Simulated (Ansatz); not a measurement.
Geometry optimisation, RKS PBE-D4/6-31G* in Ansatz.

Input file:

```yaml
crystal:
  periodic: [false, false, false]
  atoms:
    - { symbol: Si, position_ang: [0.435257, 0.159529, -0.021538] }
    - { symbol: Cl, position_ang: [-1.713667, 0.311642, 2.528634] }
    - { symbol: O, position_ang: [1.495804, 0.085162, -1.321049] }
    - { symbol: H, position_ang: [2.094737, -0.68698, -1.301903] }
    - { symbol: H, position_ang: [-0.775819, 0.876465, -0.499295] }
    - { symbol: H, position_ang: [0.170347, -1.22218, 0.492989] }
    - { symbol: O, position_ang: [1.128567, 1.075235, 1.208628] }
    - { symbol: Si, position_ang: [2.754335, 1.425313, 1.466524] }
    - { symbol: H, position_ang: [3.594719, 0.17962, 1.371612] }
    - { symbol: H, position_ang: [3.270976, 2.431779, 0.481566] }
    - { symbol: H, position_ang: [2.858102, 1.981031, 2.852992] }
    - { symbol: H, position_ang: [-0.577058, 1.016683, 2.60534] }
basis:
  gaussian: { orbitals: "6-31G*" }
hamiltonian:
  xc: pbe
  dispersion: d4
relax:
  f_tol: 0.03
  max_steps: 50
output:
  orbitals: {}
```

Run as:

```bash
$ ansatz run input.yaml --threads 2 --pin off --max-ram 3072MiB --backend cpu --events-out ev --progress --plain --runs-dir out
```

Task: Where does it end, and by what steps?

Result: It converged. The force dipped under the threshold on the way, but the program's further checks kept it going. After 43 steps the energy has fallen by 0.233 eV; Cl2 moved furthest, 2.65 Å.

| step | energy less start (eV) | largest force component (eV/Å) | accepted |
| --- | --- | --- | --- |
| 0 | 0.0000 | 0.694 | yes |
| 2 | -0.0764 | 0.776 | yes |
| 4 | -0.1302 | 0.496 | yes |
| 6 | -0.1524 | 0.158 | yes |
| 8 | -0.1583 | 0.042 | yes |
| 10 | -0.1618 | 0.220 | no |
| 12 | -0.1647 | 0.015 | yes |
| 14 | -0.1690 | 0.167 | yes |
| 16 | -0.1753 | 0.047 | yes |
| 18 | -0.1798 | 0.195 | no |
| 20 | -0.1856 | 0.055 | yes |
| 22 | -0.1895 | 0.190 | yes |
| 24 | -0.1949 | 0.071 | yes |
| 26 | -0.1986 | 0.182 | yes |
| 28 | -0.2023 | 0.035 | yes |
| 30 | -0.2051 | 0.117 | yes |
| 32 | -0.2076 | 0.070 | yes |
| 34 | -0.2097 | 0.168 | yes |
| 36 | -0.2151 | 0.228 | yes |
| 38 | -0.2240 | 0.362 | yes |
| 40 | -0.2319 | 0.037 | yes |
| 42 | -0.2330 | 0.031 | yes |
| 43 | -0.2335 | 0.029 | yes |

```xyz
12
Properties=species:S:1:pos:R:3
Si 0.438 0.482 -0.364
Cl 0.281 -1.423 2.720
O 1.186 -0.976 -0.644
H 0.958 -1.670 0.009
H 0.896 1.385 -1.459
H -1.049 0.378 -0.260
O 0.912 1.139 1.128
Si 2.347 1.950 1.528
H 3.324 0.988 2.128
H 2.929 2.569 0.293
H 2.005 3.009 2.526
H 0.510 -0.197 2.260
```

Whether the end is a true minimum wasn't checked by a vibrational analysis.

The run took 96 s on 2 threads of Arm Neoverse V2, with other jobs on the host, peak memory 0.15 GiB.
